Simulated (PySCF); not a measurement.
HNSi, SMILES [NH+]#[Si-]. Atoms are numbered in the order given.

```xyz
3

H      0.0000     0.0000    -1.9384
N      0.0000     0.0000    -0.9383
Si     0.0000     0.0000     0.6076
```

Geometry optimised at PBE0-D3(BJ)/def2-TZVPD.

The numbers are results of r2SCAN/def2-TZVPD (PySCF), not measurements.

Gas-phase values at a fixed geometry.

```json
{
 "total_energy": "-344.79480 hartree",
 "point_group": "C∞v",
 "highest_occupied_level": "-7.16 eV",
 "lowest_empty_level": "-1.92 eV",
 "orbital_gap": "5.25 eV",
 "dipole_moment": "0.14 D",
 "quadrupole, principal values (traceless, Buckingham form, about the centre of nuclear charge)": "-1.43, -1.43, 2.87 D·Å",
 "mean_static_polarisability": "37.2 bohr³ (5.51 Å³)",
 "polarisability_principal_values": "33.1, 33.1, 45.2 bohr³"
}
```
